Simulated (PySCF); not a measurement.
# Ho(56+): ionisation energy

Ho(56+) [Ne] 3s1 (2S) → Ho(57+) [Ne] (1S), as a difference of total energies. Computed with PySCF 2.14 in an uncontracted even-tempered set (17 s from 14 bohr⁻², ratio 2.5; 12 p from 18 bohr⁻², ratio 2.5; 4 d from 67 bohr⁻², ratio 2.7; 4 f from 100 bohr⁻², ratio 2.7), with the spin-free X2C one-electron Hamiltonian (Gaussian nucleus). Correlated levels: outer shells: 1s2 frozen; virtual orbitals above 40 to 60 times the deepest correlated orbital energy dropped. The calculations carry no spin-orbit coupling.

| method | ionisation energy (eV) |
| --- | --- |
| UHF | 5613.5 |
| LDA | 5616.9 |
| PBE | 5621.5 |
| PBE0 | 5619.6 |
| r2SCAN | 5612.4 |
| r2SCANh | 5612.6 |
| BLYP | 5621.6 |
| MP2 (outer shells) | 5614.3 |
| SCS-MP2 (outer shells) | 5614.2 |

Breit and QED terms and the two-electron picture change are absent.

For comparison: 5611 ± 5 eV (theoretical estimate listed by NIST; NIST Atomic Spectra Database, ionization energies).
